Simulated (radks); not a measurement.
Results of a calculation; reference values are marked as such.
Spherical jellium clusters: N electrons in a uniform positive sphere of charge N and radius rs N^(1/3), rs = 2.08 bohr. Level of theory: non-relativistic Kohn-Sham, LDA (Slater exchange, Perdew-Wang correlation), spin-polarised, spherical densities (a radial shooting solver with Libxc functionals). Levels are named by radial order and angular momentum (1s, 1p, 1d, 2s, ...), and open shells are averaged over m.

N = 16, configuration 1s2 1p6 1d(up 5, down 3). This is the lowest configuration that the search found. Occupied and some empty levels:

level    occupation  eigenvalue (eV)  <r> (bohr)
1s up             1          -11.671       3.175
1s down           1          -11.405       3.136
1p up             3          -8.1955       4.037
1p down           3          -7.8499       4.032
1d up             5          -4.4064       4.821
1d down           3          -4.0580       4.856
2s up             0          -3.8940       4.740
2s down           0          -3.6917       4.802
2p up             0         -0.99016       7.428
2p down           0         -0.86524       7.672
1f up             0         -0.67682       6.087
1f down           0         -0.40778       6.310

Energy (eV): total -3.74420, kinetic 87.355, external -1516.7, Hartree 725.10, exchange-correlation -96.932, background 797.45.

Electron density:

r (bohr)  n(r) (e/bohr^3)
0.412             0.01542
1.10              0.01811
1.79              0.02250
2.48              0.02669
3.17              0.02796
3.85              0.02448
4.54              0.01722
5.23             0.009631
5.92             0.004547
6.61             0.001967
7.29            0.0008150
7.98            0.0003297
8.67            0.0001321
